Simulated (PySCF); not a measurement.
**Arsenic: a sound run and one with changed settings**

Sound run: As [Ar] 3d10 4s2 4p3, As⁺ [Ar] 3d10 4s2 4p2. Computed with PySCF 2.14 in cc-pVTZ-PP with ECP10MDF, with a scalar-relativistic core potential. The sound run starts from symmetry-adapted Hartree-Fock orbitals and uses a fine grid where one is needed.

Changed run: basis STO-3G, all-electron and non-relativistic. This setting is unsound on purpose.

```tsv
species	method	sound run (hartree)	changed run (hartree)	converged
As	UHF	-331.21015	-2209.26367	yes
As	LDA	-331.90473	-2206.96688	yes
As	M06-2X	-332.57569	-2210.49938	yes
As⁺	UHF	-330.86383	-2209.00633	yes
As⁺	LDA	-331.53765	-2206.69083	yes
As⁺	M06-2X	-332.21740	-2210.21922	yes
```

Ionisation energy of As:

```tsv
method	sound run (eV)	changed run (eV)
UHF	9.424	7.003
LDA	9.989	7.512
M06-2X	9.750	7.623
```

A minimal basis cannot let orbitals breathe on ionisation and holds almost no correlation. The Hamiltonian changed with the basis, so the totals do not compare.

For comparison, NIST gives 9.789 eV between the lowest levels.
